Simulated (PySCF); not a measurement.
C8H15B.
Atom-mapped SMILES: `[CH2:1]=[C:2]([CH3:3])[C@H:4]1[CH2:5][BH:6][CH2:7][CH2:8][CH2:9]1` (hydrogens: H10, H11 on C1; H12, H13, H14 on C3; H15 on C4; H16, H17 on C5; H18 on B6; H19, H20 on C7; H21, H22 on C8; H23, H24 on C9)

The closed-shell ground state was solved at several levels (PySCF, density fitting, gas phase, non-relativistic). The structure is a single PBE0-D3(BJ)/def2-SVP conformer in the gas phase; no vibrational or solvent corrections.

| level | basis functions | total energy (Eh) | HOMO (eV) | LUMO (eV) | gap (eV) | dipole (D) |
| --- | --- | --- | --- | --- | --- | --- |
| CAM-B3LYP/def2-SVPD | 300 | -338.2758 | -8.31 | 0.35 | 8.66 | 0.34 |
| PBE0/pcSseg-1 | 228 | -338.2470 | -6.97 | -0.70 | 6.27 | 0.28 |

(1) Estimate the row for mPW1PW91/pcSseg-1, a basis of 228 functions; the other rows only guide the guess.

(2) Over all these levels, which gives the widest orbital gap and which the narrowest?

(3) How far do the dipole and the HOMO energy spread over the levels?

## Answers

(1) Total energy -338.5956 Eh, HOMO -6.99 eV, LUMO -0.69 eV, gap 6.30 eV, dipole 0.28 D.

(2) CAM-B3LYP/def2-SVPD (range-separated hybrid) has the widest, 8.66 eV, and PBE0/pcSseg-1 (global hybrid, 25 % exact exchange) the narrowest, 6.27 eV. Functional and basis both differ between the two, so the spread mixes both effects.

(3) The dipole runs from 0.28 to 0.34 D (mean 0.30 D) and the HOMO from -8.31 to -6.97 eV.
